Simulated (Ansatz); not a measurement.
Born–Oppenheimer molecular dynamics of CH₈F₂OSi (13 atoms, charge 0, multiplicity 1). It starts at the highest image of a converged band, a first-order saddle point between two minima.

These are results of RKS PBE0-D4/def2-SVP in Ansatz 0.2.0, not measurements.

```yaml
ensemble: NVE (velocity Verlet)
time_step: 0.5 fs
steps_asked: 194
starting_velocities_drawn_for: 300 K
seed: 9455
```

First frame:

```xyz
13
Properties=species:S:1:pos:R:3
Si -0.411 0.549 1.241
O 0.025 -0.121 -0.375
C -0.719 0.028 -1.575
H -1.679 1.139 0.656
H 0.304 1.774 1.687
H -0.959 -0.398 2.247
H 1.833 -0.865 0.818
F 1.315 -0.347 1.665
H 0.991 -0.704 -0.474
F 2.036 -1.255 -0.249
H -1.669 0.527 -1.344
H -0.150 0.637 -2.293
H -0.918 -0.964 -2.004
```

(1) What does the run give?

(2) What happens to the structure?

(3) How do temperature and energy run in time?

## Answers

(1) All steps were run.

| Quantity | Value |
| --- | --- |
| steps done | 194 |
| time covered | 97 fs |
| mean temperature over the second half | 365 K |
| spread of the potential energy over the second half | 8.3 meV per atom |
| mean potential energy of the second half above the start | -7.1 meV per atom |

The conserved energy stayed within 0.14 meV per atom of its start (net change -0.041 meV per atom), so the integration is sound. A run of 0.097 ps of so small a system gives no equilibrium averages. The orbitals stay closed-shell, which can raise the energy where a bond breaks towards radicals; this wasn't checked here.

(2) The step under study would form Si1–F8, H7–F10, O2–H9 and break Si1–O2, H7–F8, H9–F10. These pairs go: Si1–F8 1.99 → 1.63 Å, H7–F10 1.15 → 0.91 Å, O2–H9 1.13 → 0.94 Å, Si1–O2 1.80 → 2.52 Å, H7–F8 1.12 → 1.94 Å, H9–F10 1.20 → 2.08 Å. In the last frame they stand as after the step (other bonds may differ from the relaxed reactants and products). It ends as CH4O + FH + FH3Si. Pairs count as bonded within 1.25 times the sum of covalent radii (0.12 Å more for H–H). Another seed would give other details.

(3) 
| time (fs) | T (K) | potential energy less start (eV) | conserved less start (meV/atom) |
| --- | --- | --- | --- |
| 0.0 | 300 | 0.000 | 0.00 |
| 3.0 | 198 | 0.146 | 0.10 |
| 6.0 | 176 | 0.178 | 0.06 |
| 9.0 | 188 | 0.160 | 0.07 |
| 12.0 | 206 | 0.135 | 0.08 |
| 15.0 | 223 | 0.110 | 0.01 |
| 18.0 | 189 | 0.159 | 0.07 |
| 21.0 | 226 | 0.106 | 0.03 |
| 24.0 | 182 | 0.169 | 0.10 |
| 27.0 | 263 | 0.053 | 0.03 |
| 30.0 | 242 | 0.084 | 0.09 |
| 33.0 | 245 | 0.079 | 0.01 |
| 36.0 | 206 | 0.134 | 0.10 |
| 39.0 | 306 | -0.009 | -0.03 |
| 42.0 | 267 | 0.048 | 0.08 |
| 45.0 | 289 | 0.016 | 0.01 |
| 48.0 | 242 | 0.084 | 0.08 |
| 51.0 | 277 | 0.033 | 0.04 |
| 54.0 | 302 | -0.003 | -0.03 |
| 57.0 | 259 | 0.060 | 0.11 |
| 60.0 | 348 | -0.069 | -0.03 |
| 63.0 | 308 | -0.010 | 0.02 |
| 66.0 | 265 | 0.051 | 0.11 |
| 69.0 | 349 | -0.070 | -0.05 |
| 72.0 | 361 | -0.087 | 0.04 |
| 75.0 | 358 | -0.081 | 0.09 |
| 78.0 | 411 | -0.158 | -0.05 |
| 81.0 | 440 | -0.198 | 0.06 |
| 84.0 | 477 | -0.250 | 0.08 |
| 87.0 | 514 | -0.304 | -0.05 |
| 90.0 | 449 | -0.210 | 0.06 |
| 93.0 | 368 | -0.095 | 0.11 |
| 96.0 | 403 | -0.148 | -0.04 |

Run time: 10 min on 2 threads of Arm Neoverse V1, with other jobs on the host, peak memory 0.26 GiB.
